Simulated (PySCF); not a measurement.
Gas-phase reaction: HfCl2(OH)2 + Cl2 = HfCl4.H2O + O

Method: PySCF energies plus ideal-gas RRHO corrections (1 bar). † marks an energy on the PBE0/def2-TZVP geometry and frequencies. MP2 freezes the core. Open shells (unrestricted): O (multiplicity 3, electronic degeneracy 9); the rest are closed-shell singlets. Spin-orbit splitting is ignored; it lowers the true energy and changes the entropy of O. B3LYP is the form with VWN-RPA correlation. Hf: scalar-relativistic def2 core potential, no spin-orbit coupling. Adducts (HfCl4.H2O) have no counterpoise correction, and HF, PBE, BLYP, B3LYP and PBE0 lack dispersion. HfCl2(OH)2, HfCl4.H2O: computed as isolated molecules; such fragments, hydroxides, amides, oligomers or adducts are transient or little studied in the gas. MP2 isn't extrapolated to the basis-set limit; its ΔH°(298 K) is 150.6 kJ in def2-SVP and 202.4 kJ in def2-TZVPP. The harmonic model lacks anharmonicity and excited electronic states, which grow with temperature; levels with a mode under 35 cm⁻¹ are left out. Soft modes under 120 cm⁻¹ make the harmonic entropy rough for HfCl2(OH)2, HfCl4.H2O.

| level | ΔE electronic, kJ | ΔH°(298 K), kJ | ΔS°(298 K), J/K | ΔG°(2500 K), kJ |
|---|---|---|---|---|
| B3LYP/def2-TZVP† | 221 | 226 | -12 | 237 |
| HF/def2-TZVP† | -17 | -13 | -12 | -1 |
| M06-2X/def2-TZVP† | 197 | 201 | -12 | 213 |
| MP2/def2-TZVPP† | 198 | 202 | -12 | 214 |
| ωB97X-V/def2-TZVP† | 204 | 209 | -12 | 220 |
ΔH° is lowest at HF/def2-TZVP† and highest at B3LYP/def2-TZVP†. No reference value is set beside these.
